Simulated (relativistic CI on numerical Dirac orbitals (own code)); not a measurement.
**Inner-shell lines of Ca IV**

Method of calculation: Dirac-Coulomb-Breit CI, KLI orbitals optimised for each configuration, model QED (radiative potential, 1s self-energy scaled to tabulated hydrogen-like ionisation energies), valence Slater integrals scaled by 0.9 (own radial code, finite nucleus).

Configuration list (outside the closed core 1s2 2s2): 2p⁶3s²3p⁵, 2p⁵3s²3p⁵3d, 2p⁵3s²3p⁵4s, 2p⁵3s²3p⁵4d, 2p⁵3s3p⁶4d, 2p⁵3s3p⁶4s, 2p⁶3s3p⁶. Levels of other configurations are missing.

The table holds the strongest lines. The upper levels have an inner-shell vacancy. Auger decay, open to those above the ionisation limit, is not computed, and radiative decays to configurations outside the model are missing too. Absolute energies can be off by a few tenths of a per cent, so close lines can change order. LS names give the leading component, which can be well under half, for lower levels too. Brackets number the levels in order of energy.

| E (eV) | Upper | Lower | A (s⁻¹) | gA (s⁻¹) |
| --- | --- | --- | --- | --- |
| 353.81 | 2p⁵3s²3p⁵3d ²F5/2 [25] | 2p⁶3s²3p⁵ ²P°3/2 [1] | 8.13e+10 | 4.88e+11 |
| 354.09 | 2p⁵3s²3p⁵3d ⁴F3/2 [31] | 2p⁶3s²3p⁵ ²P°1/2 [2] | 1.71e+11 | 6.85e+11 |
| 354.41 | 2p⁵3s²3p⁵3d ⁴D5/2 [29] | 2p⁶3s²3p⁵ ²P°3/2 [1] | 7.57e+10 | 4.54e+11 |
| 354.75 | 2p⁵3s²3p⁵3d ⁴P1/2 [36] | 2p⁶3s²3p⁵ ²P°1/2 [2] | 2.08e+11 | 4.17e+11 |
| 355.14 | 2p⁵3s²3p⁵3d ⁴P1/2 [36] | 2p⁶3s²3p⁵ ²P°3/2 [1] | 2.64e+11 | 5.28e+11 |
| 355.88 | 2p⁵3s²3p⁵3d ²D3/2 [42] | 2p⁶3s²3p⁵ ²P°3/2 [1] | 3.72e+11 | 1.49e+12 |
| 356.06 | 2p⁵3s²3p⁵3d ⁴D1/2 [43] | 2p⁶3s²3p⁵ ²P°3/2 [1] | 3.25e+11 | 6.50e+11 |
| 356.35 | 2p⁵3s²3p⁵3d ⁴F5/2 [46] | 2p⁶3s²3p⁵ ²P°3/2 [1] | 3.14e+11 | 1.88e+12 |
| 356.72 | 2p⁵3s²3p⁵3d ⁴F3/2 [49] | 2p⁶3s²3p⁵ ²P°1/2 [2] | 1.28e+11 | 5.12e+11 |
| 356.84 | 2p⁵3s²3p⁵3d ²S1/2 [50] | 2p⁶3s²3p⁵ ²P°1/2 [2] | 6.03e+11 | 1.21e+12 |
| 356.88 | 2p⁵3s²3p⁵3d ²F5/2 [48] | 2p⁶3s²3p⁵ ²P°3/2 [1] | 1.33e+11 | 7.97e+11 |
| 357.11 | 2p⁵3s²3p⁵3d ⁴F3/2 [49] | 2p⁶3s²3p⁵ ²P°3/2 [1] | 2.28e+11 | 9.11e+11 |
| 357.23 | 2p⁵3s²3p⁵3d ²S1/2 [50] | 2p⁶3s²3p⁵ ²P°3/2 [1] | 7.99e+11 | 1.60e+12 |
| 357.59 | 2p⁵3s²3p⁵3d ²D3/2 [53] | 2p⁶3s²3p⁵ ²P°1/2 [2] | 2.02e+11 | 8.10e+11 |
| 357.74 | 2p⁵3s²3p⁵3d ²D5/2 [52] | 2p⁶3s²3p⁵ ²P°3/2 [1] | 4.18e+11 | 2.51e+12 |
| 358.30 | 2p⁵3s²3p⁵3d ²D3/2 [57] | 2p⁶3s²3p⁵ ²P°1/2 [2] | 1.48e+12 | 5.90e+12 |
| 358.35 | 2p⁵3s²3p⁵3d ²D5/2 [54] | 2p⁶3s²3p⁵ ²P°3/2 [1] | 6.84e+11 | 4.10e+12 |
| 358.70 | 2p⁵3s²3p⁵3d ²D3/2 [57] | 2p⁶3s²3p⁵ ²P°3/2 [1] | 1.62e+11 | 6.47e+11 |
| 358.78 | 2p⁵3s²3p⁵3d ²P3/2 [58] | 2p⁶3s²3p⁵ ²P°1/2 [2] | 1.10e+11 | 4.40e+11 |
| 359.17 | 2p⁵3s²3p⁵3d ²P3/2 [58] | 2p⁶3s²3p⁵ ²P°3/2 [1] | 1.30e+12 | 5.20e+12 |
| 359.22 | 2p⁵3s²3p⁵3d ²P1/2 [59] | 2p⁶3s²3p⁵ ²P°1/2 [2] | 1.08e+12 | 2.16e+12 |
| 359.62 | 2p⁵3s²3p⁵3d ²P1/2 [59] | 2p⁶3s²3p⁵ ²P°3/2 [1] | 6.66e+11 | 1.33e+12 |
| 359.69 | 2p⁵3s²3p⁵3d ²F5/2 [61] | 2p⁶3s²3p⁵ ²P°3/2 [1] | 3.82e+11 | 2.29e+12 |
| 361.19 | 2p⁵3s²3p⁵3d ²D3/2 [62] | 2p⁶3s²3p⁵ ²P°1/2 [2] | 1.10e+11 | 4.40e+11 |
| 361.58 | 2p⁵3s²3p⁵3d ²D3/2 [62] | 2p⁶3s²3p⁵ ²P°3/2 [1] | 1.30e+11 | 5.20e+11 |
| 376.14 | 2p⁵3s²3p⁵4d ²D5/2 [100] | 2p⁶3s²3p⁵ ²P°3/2 [1] | 1.14e+11 | 6.84e+11 |
| 376.39 | 2p⁵3s²3p⁵4d ⁴D3/2 [102] | 2p⁶3s²3p⁵ ²P°3/2 [1] | 1.70e+11 | 6.82e+11 |
| 377.41 | 2p⁵3s²3p⁵4d ²D3/2 [114] | 2p⁶3s²3p⁵ ²P°1/2 [2] | 2.13e+11 | 8.52e+11 |
| 377.49 | 2p⁵3s²3p⁵4d ²P1/2 [111] | 2p⁶3s²3p⁵ ²P°3/2 [1] | 2.21e+11 | 4.41e+11 |
| 378.41 | 2p⁵3s3p⁶4d ²P°1/2 [167] | 2p⁶3s3p⁶ ²S1/2 [3] | 2.25e+11 | 4.50e+11 |
| 379.07 | 2p⁵3s3p⁶4d ²P°3/2 [173] | 2p⁶3s3p⁶ ²S1/2 [3] | 1.78e+11 | 7.12e+11 |
| 379.12 | 2p⁵3s²3p⁵4d ²D5/2 [126] | 2p⁶3s²3p⁵ ²P°3/2 [1] | 7.07e+10 | 4.24e+11 |
| 379.61 | 2p⁵3s²3p⁵4d ²D3/2 [131] | 2p⁶3s²3p⁵ ²P°1/2 [2] | 1.99e+11 | 7.98e+11 |
| 380.03 | 2p⁵3s²3p⁵4d ²P1/2 [134] | 2p⁶3s²3p⁵ ²P°1/2 [2] | 3.82e+11 | 7.65e+11 |
| 382.21 | 2p⁵3s²3p⁵4d ²P3/2 [144] | 2p⁶3s²3p⁵ ²P°3/2 [1] | 1.09e+11 | 4.36e+11 |
